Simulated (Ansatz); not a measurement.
C3H6, charge +1, doublet, at a GFN2-xTB geometry (a state made from the parent by changing its charge; the spin is typed, not shown lowest); WB97X/STO-3G (Ansatz, a quantum-chemistry and plane-wave program).

The Ansatz input:
Ansatz 0.2 input:
```yaml
crystal:
  periodic: [false, false, false]
  atoms:
    - {symbol: C, position_ang: [-1.20737674, 0.05679404, -0.23099301]}
    - {symbol: C, position_ang: [0.08149985, 0.01376709, 0.43060907]}
    - {symbol: C, position_ang: [1.30248053, -0.08335099, -0.14521574]}
    - {symbol: H, position_ang: [-1.90844225, -0.68637557, 0.17911264]}
    - {symbol: H, position_ang: [-1.70998107, 0.99470355, 0.05610396]}
    - {symbol: H, position_ang: [-1.14667474, -0.07339176, -1.30958177]}
    - {symbol: H, position_ang: [0.04418095, 0.06742610, 1.52303029]}
    - {symbol: H, position_ang: [1.50139258, 0.26564072, -1.15435202]}
    - {symbol: H, position_ang: [2.15990263, -0.49126387, 0.37928506]}
basis:
  gaussian:
    orbitals: STO-3G
hamiltonian:
  xc: {name: wB97X}
total_charge: 1
magnetization: {spin_polarized: true, initial_magnetization: 1}
accuracy: high
```

What the program printed (banner, timings and long lists left out):

```
Functional definition: wB97X
399 factors; integrals over basis functions are off by at most 4.2e-9 eV
182 factors; integrals over basis functions are off by at most 1.1e-9 eV
mean field evaluation 1: about -3160.1484 eV, gradient 6.6e0 eV
mean field evaluation 2: about -3160.4261 eV, gradient 3.0e0 eV
mean field evaluation 4: about -3160.4900 eV, gradient 2.8e-1 eV
mean field evaluation 8: about -3160.4181 eV, gradient 1.6e-2 eV
mean field evaluation 16: about -3160.4181 eV, gradient 2.4e-5 eV
mean field -3160.41812646 eV, -116.1432239390 hartree, gradient 1.3e-8 eV, S^2 0.753529; 0 other end points of the search recorded, 0 dependent functions left out
reference -3160.41812458 eV, -116.1432238700 hartree; 12, 11 occupied and 9, 10 virtual orbitals, 399 factors
Total energy: -3160.41812458 eV, -116.1432238700 hartree
```
